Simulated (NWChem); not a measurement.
System: BeSi$_{2}$H$_{6}$O; SMILES [O]([SiH3])[Be][SiH3]

NWChem input:

```
start job
memory heap 200 mb stack 900 mb global 1100 mb
geometry units angstroms noautosym nocenter noautoz
  Be    -0.350746     0.292025     0.430405
  Si    -1.551001     1.277097     1.943902
  H     -1.909761     0.348133     3.064860
  H     -2.839338     1.804931     1.386746
  H     -0.834235     2.442273     2.557915
  O      0.435976    -0.354781    -0.555569
  Si     1.356967    -1.117606    -1.700593
  H      0.486186    -1.969378    -2.563350
  H      2.379234    -1.977712    -1.035225
  H      2.048050    -0.103830    -2.550737
end
basis spherical
  * library pcsseg-1
end
dft
  xc pbe0
  iterations 150
end
property
  shielding
end
task dft property
```

Parts of the log:

```
             Northwest Computational Chemistry Package (NWChem) 7.3.0
             --------------------------------------------------------

                             Geometry "geometry" -> ""
                             -------------------------

 Output coordinates in angstroms (scale by  1.889725989 to convert to a.u.)

  No.       Tag          Charge          X              Y              Z
 ---- ---------------- ---------- -------------- -------------- --------------
    1 Be                   4.0000    -0.35074600     0.29202500     0.43040500
    2 Si                  14.0000    -1.55100100     1.27709700     1.94390200
    3 H                    1.0000    -1.90976100     0.34813300     3.06486000
    4 H                    1.0000    -2.83933800     1.80493100     1.38674600
    5 H                    1.0000    -0.83423500     2.44227300     2.55791500
    6 O                    8.0000     0.43597600    -0.35478100    -0.55556900
    7 Si                  14.0000     1.35696700    -1.11760600    -1.70059300
    8 H                    1.0000     0.48618600    -1.96937800    -2.56335000
    9 H                    1.0000     2.37923400    -1.97771200    -1.03522500
   10 H                    1.0000     2.04805000    -0.10383000    -2.55073700

 Effective nuclear repulsion energy (a.u.)     158.1523056227

                              NWChem Property Module
                              ----------------------

  itol2e modified to match energy
  convergence criterion.

                                 NWChem DFT Module
                                 -----------------

 Summary of "ao basis" -> "ao basis" (spherical)
 ------------------------------------------------------------------------------
       Tag                 Description            Shells   Functions and Types
 ---------------- ------------------------------  ------  ---------------------
 Be                         pcsseg-1                 6       12   3s3p
 Si                         pcsseg-1                10       24   4s5p1d
 H                          pcsseg-1                 3        5   2s1p
 O                          pcsseg-1                 7       17   3s3p1d

  itol2e modified to match energy
  convergence criterion.

[...]

          -----------------------------------------
          Chemical Shielding Tensors (GIAO, in ppm)
          -----------------------------------------

                                NWChem CPHF Module
                                ------------------

  scftype          =     RHF
  nclosed          =       23
  nopen            =        0
  variables        =     1932
  # of vectors     =        3
  tolerance        = 0.10D-03
  level shift      = 0.00D+00
  max iterations   =       50
  max subspace     =       30

 SCF residual:    7.8851658325131423E-005

Iterative solution of linear equations
  No. of variables     1932
  No. of equations        3
  Maximum subspace       30
        Iterations       50
       Convergence  1.0D-04

   iter   nsub   residual    time
   ----  ------  --------  ---------
     1      3    4.23D-01      69.4
     2      6    1.74D-02      77.4
     3      9    1.98D-03      84.7
     4     12    1.14D-04      92.1
     5     15    3.93D-06      99.8

      Atom:    1  Be
        Diamagnetic
    146.0075     -6.8996    -10.5313
     -6.8996    143.2868      8.6580
    -10.5313      8.6580    150.8306

        Paramagnetic
    -47.9259    -15.5857    -23.7812
    -15.5857    -54.0592     19.5523
    -23.7812     19.5523    -37.0521

        Total Shielding Tensor
     98.0816    -22.4854    -34.3125
    -22.4854     89.2276     28.2103
    -34.3125     28.2103    113.7785

           isotropic =     100.3626
          anisotropy =      88.8822

          Principal Components and Axis System
                 1           2           3
              159.6173     70.7390     70.7313

      1        -0.5547      0.3394      0.7597
      2         0.4561      0.8877     -0.0635
      3         0.6959     -0.3112      0.6472

      Atom:    2  Si
        Diamagnetic
    880.8709     -0.8199     -1.2619
     -0.8199    880.5408      1.0363
     -1.2619      1.0363    881.4621

        Paramagnetic
   -384.1137      6.5916     10.1664
      6.5916   -381.8265     -8.3065
     10.1664     -8.3065   -388.9408

        Total Shielding Tensor
    496.7572      5.7717      8.9045
      5.7717    498.7143     -7.2702
      8.9045     -7.2702    492.5214

           isotropic =     495.9976
          anisotropy =      11.6938

          Principal Components and Axis System
                 1           2           3
              503.7935    503.4970    480.7024

      1         0.8014      0.2319     -0.5514
      2         0.0585      0.8870      0.4581
      3         0.5953     -0.3994      0.6972

      Atom:    3  H
        Diamagnetic
     24.9464      1.6150     -3.3165
      1.6150     28.1110     -5.2686
     -3.3165     -5.2686     32.0689

        Paramagnetic
      1.2345     -0.4801      1.4295
     -0.4801      0.1276      1.7979
      1.4295      1.7979     -1.5067

        Total Shielding Tensor
     26.1809      1.1349     -1.8871
      1.1349     28.2387     -3.4706
     -1.8871     -3.4706     30.5622

           isotropic =      28.3273
          anisotropy =       8.0608

          Principal Components and Axis System
                 1           2           3
               33.7012     25.8410     25.4397

      1        -0.2803     -0.4794      0.8316
      2        -0.5556      0.7875      0.2668
      3         0.7828      0.3873      0.4871

      Atom:    4  H
        Diamagnetic
     33.8937     -4.6157      2.9806
     -4.6157     25.6441     -1.0356
      2.9806     -1.0356     25.5712

[...]
```

Level: PBE0/pcSseg-1, GIAO. All runs use the structure optimised with PBE0/def2-SVP. The printed shielding anisotropy is the first printed principal value minus the mean of the other two.
